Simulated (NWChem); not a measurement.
Everything below was run with NWChem. System: H2SSn, charge 0, spin multiplicity 1, at a geometry optimised with B3LYP/def2-SVP with def2 effective core potentials on Sn. The structure started from a generated list of species. Level: TD-PBE/def2-SVPD with def2 effective core potentials on Sn.

The NWChem input:

```
start mol
memory heap 200 mb stack 900 mb global 1100 mb
geometry units angstroms nocenter noautoz
  Sn    -0.398608    -0.472529     0.000000
  H      1.002312    -1.586414     0.000000
  S      1.169663     1.426642     0.000000
  H      0.213473     2.386587     0.000000
  symmetry group Cs
end
basis spherical
  * library def2-svpd
end
ecp
  Sn library def2-ecp
end
dft
  xc xpbe96 cpbe96
  semidirect memsize 60000000 filesize 0
  iterations 100
end
tddft
  rpa
  nroots 8
  notriplet
  thresh 1e-4
end
task tddft energy
```

NWChem printed:

```
             Northwest Computational Chemistry Package (NWChem) 7.3.0
             --------------------------------------------------------

                                NWChem Input Module
                                -------------------

 Scaling coordinates for geometry "geometry" by  1.889725989
 (inverse scale =  0.529177249)

 Turning off AUTOSYM since
 SYMMETRY directive was detected!

                             Geometry "geometry" -> ""
                             -------------------------

 Output coordinates in angstroms (scale by  1.889725989 to convert to a.u.)

  No.       Tag          Charge          X              Y              Z
 ---- ---------------- ---------- -------------- -------------- --------------
    1 Sn                  50.0000    -0.39860800    -0.47252900     0.00000000
    2 H                    1.0000     1.00231200    -1.58641400     0.00000000
    3 S                   16.0000     1.16966300     1.42664200     0.00000000
    4 H                    1.0000     0.21347300     2.38658700     0.00000000

 Effective nuclear repulsion energy (a.u.)     204.8989972690

            Nuclear Dipole moment (a.u.)
            ----------------------------
        X                 Y               Z
 ---------------- ---------------- ----------------
    -0.0000132281    -0.0000094486     0.0000000000

      Symmetry information
      --------------------

 Group name             Cs
 Group number              2
 Group order               2
 No. of unique centers     4

      Symmetry unique atoms

     1    2    3    4


 Summary of "ao basis" -> "" (spherical)
 ------------------------------------------------------------------------------
       Tag                 Description            Shells   Functions and Types
 ---------------- ------------------------------  ------  ---------------------
 *                         def2-svpd                  on all atoms

 Summary of "ao basis" -> "ao basis" (spherical)
 ------------------------------------------------------------------------------
       Tag                 Description            Shells   Functions and Types
 ---------------- ------------------------------  ------  ---------------------
 Sn                        def2-svpd                12       32   5s4p3d
 H                         def2-svpd                 4        8   2s2p
 S                         def2-svpd                11       27   5s4p2d

 Summary of "ao basis" -> "ao basis" (spherical)
 ------------------------------------------------------------------------------
       Tag                 Description            Shells   Functions and Types
 ---------------- ------------------------------  ------  ---------------------
 Sn                        def2-svpd                12       32   5s4p3d
 H                         def2-svpd                 4        8   2s2p
 S                         def2-svpd                11       27   5s4p2d

      Symmetry analysis of basis
      --------------------------

        a'         53
        a"         22

            General Information
            -------------------
          SCF calculation type: DFT
          Wavefunction type:  closed shell.
          No. of atoms     :     4
          No. of electrons :    40
           Alpha electrons :    20
            Beta electrons :    20
          Charge           :     0
          Spin multiplicity:     1
          Use of symmetry is: off; symmetry adaption is: on
          Maximum number of iterations: 100
[...]
         |d_h->e| =   1.1909 Angstrom
            d_exc =   2.9921 Angstrom
            d_CD1 =   1.2447 Angstrom
            d_CD2 =  -0.7405 Angstrom
            d_CD3 =   4.1830 Angstrom
     Pearson C.C. =  -0.0097

     Occ.   18  a'  ---  Virt.   21  a"   0.99848 X
  ----------------------------------------------------------------------------
  Root   4 singlet a'             0.185621251 a.u.                5.0510 eV
  ----------------------------------------------------------------------------
     Transition Moments    X  0.42920   Y  0.87544   Z -0.00000
     Transition Moments   XX -0.08796  XY -0.06812  XZ  0.00000
     Transition Moments   YY  0.49364  YZ  0.00000  ZZ  0.19657
     Dipole Oscillator Strength                    0.1176351021
     Electric Quadrupole                           0.0000000030
     Magnetic Dipole                               0.0000024893
     Total Oscillator Strength                     0.1176375944

          sigma_e =   2.8377 Angstrom
          sigma_h =   1.9245 Angstrom
         |d_h->e| =   0.8440 Angstrom
            d_exc =   3.4957 Angstrom
            d_CD1 =   1.7573 Angstrom
            d_CD2 =  -1.5371 Angstrom
            d_CD3 =   4.3397 Angstrom
     Pearson C.C. =   0.0228

     Occ.   18  a'  ---  Virt.   22  a'  -0.20543 X
     Occ.   18  a'  ---  Virt.   23  a'   0.06025 X
     Occ.   19  a"  ---  Virt.   21  a"   0.14888 X
     Occ.   20  a'  ---  Virt.   22  a'  -0.92763 X
     Occ.   20  a'  ---  Virt.   23  a'  -0.12871 X
     Occ.   20  a'  ---  Virt.   24  a'  -0.20869 X
     Occ.   20  a'  ---  Virt.   32  a'  -0.05742 X
  ----------------------------------------------------------------------------
  Root   5 singlet a"             0.195904046 a.u.                5.3308 eV
  ----------------------------------------------------------------------------
     Transition Moments    X  0.00000   Y  0.00000   Z  0.34109
     Transition Moments   XX  0.00000  XY  0.00000  XZ  0.79366
     Transition Moments   YY -0.00000  YZ  1.72010  ZZ  0.00000
     Dipole Oscillator Strength                    0.0151946555
     Electric Quadrupole                           0.0000001437
     Magnetic Dipole                               0.0000000090
     Total Oscillator Strength                     0.0151948081

          sigma_e =   2.6057 Angstrom
          sigma_h =   1.4557 Angstrom
         |d_h->e| =   1.8541 Angstrom
            d_exc =   3.5164 Angstrom
            d_CD1 =   3.0041 Angstrom
            d_CD2 =  -0.1766 Angstrom
            d_CD3 =   5.3705 Angstrom
     Pearson C.C. =  -0.0024

     Occ.   19  a"  ---  Virt.   22  a'  -0.99786 X
  ----------------------------------------------------------------------------
  Root   6 singlet a'             0.201569178 a.u.                5.4850 eV
  ----------------------------------------------------------------------------
     Transition Moments    X  0.93035   Y  0.04740   Z  0.00000
     Transition Moments   XX -2.67235  XY -1.32790  XZ -0.00000
     Transition Moments   YY  1.70150  YZ -0.00000  ZZ -0.70675
     Dipole Oscillator Strength                    0.1166137476
     Electric Quadrupole                           0.0000002862
     Magnetic Dipole                               0.0000007952
     Total Oscillator Strength                     0.1166148290

          sigma_e =   3.0596 Angstrom
          sigma_h =   1.9856 Angstrom
         |d_h->e| =   0.7699 Angstrom
            d_exc =   3.6931 Angstrom
            d_CD1 =   1.8439 Angstrom
            d_CD2 =  -1.7527 Angstrom
            d_CD3 =   4.4630 Angstrom
     Pearson C.C. =   0.0211

     Occ.   18  a'  ---  Virt.   22  a'  -0.20020 X
     Occ.   20  a'  ---  Virt.   22  a'  -0.10508 X
     Occ.   20  a'  ---  Virt.   23  a'   0.95649 X
     Occ.   20  a'  ---  Virt.   24  a'   0.12629 X
     Occ.   20  a'  ---  Virt.   25  a'   0.09429 X
  ----------------------------------------------------------------------------
  Root   7 singlet a"             0.220310070 a.u.                5.9949 eV
  ----------------------------------------------------------------------------
     Transition Moments    X  0.00000   Y  0.00000   Z  0.35706
     Transition Moments   XX  0.00000  XY -0.00000  XZ  0.00063
     Transition Moments   YY -0.00000  YZ  0.35825  ZZ -0.00000
     Dipole Oscillator Strength                    0.0187247556
     Electric Quadrupole                           0.0000000073
     Magnetic Dipole                               0.0000002150
     Total Oscillator Strength                     0.0187249779

          sigma_e =   2.9637 Angstrom
          sigma_h =   1.4514 Angstrom
         |d_h->e| =   1.7075 Angstrom
            d_exc =   3.7160 Angstrom
            d_CD1 =   3.2198 Angstrom
            d_CD2 =  -0.5001 Angstrom
            d_CD3 =   5.4235 Angstrom
     Pearson C.C. =  -0.0004

     Occ.   19  a"  ---  Virt.   23  a'  -0.99593 X
     Occ.   19  a"  ---  Virt.   24  a'   0.06935 X
  ----------------------------------------------------------------------------
  Root   8 singlet a"             0.230410549 a.u.                6.2698 eV
  ----------------------------------------------------------------------------
     Transition Moments    X -0.00000   Y  0.00000   Z -0.21241
     Transition Moments   XX  0.00000  XY  0.00000  XZ  0.31072
     Transition Moments   YY -0.00000  YZ  0.46981  ZZ  0.00000
     Dipole Oscillator Strength                    0.0069302391
     Electric Quadrupole                           0.0000000207
     Magnetic Dipole                               0.0000004641
     Total Oscillator Strength                     0.0069307238

          sigma_e =   1.9835 Angstrom
          sigma_h =   1.4949 Angstrom
         |d_h->e| =   2.0331 Angstrom
            d_exc =   3.2307 Angstrom
            d_CD1 =   2.5217 Angstrom
            d_CD2 =   0.2940 Angstrom
            d_CD3 =   5.2638 Angstrom
     Pearson C.C. =  -0.0228

     Occ.   16  a'  ---  Virt.   21  a"  -0.10959 X
     Occ.   17  a'  ---  Virt.   21  a"   0.98502 X
     Occ.   19  a"  ---  Virt.   24  a'  -0.05341 X
     Occ.   20  a'  ---  Virt.   27  a"  -0.07124 X

              Target root =      1
          Target symmetry = none
      Ground state energy =   -613.412146301480
        Excitation energy =      0.105691477083
     Excited state energy =   -613.306454824397

  stored tddft:energy   -613.30645482439706

 Task  times  cpu:       64.7s     wall:       64.7s

 Total times  cpu:       64.8s     wall:       64.8s
```
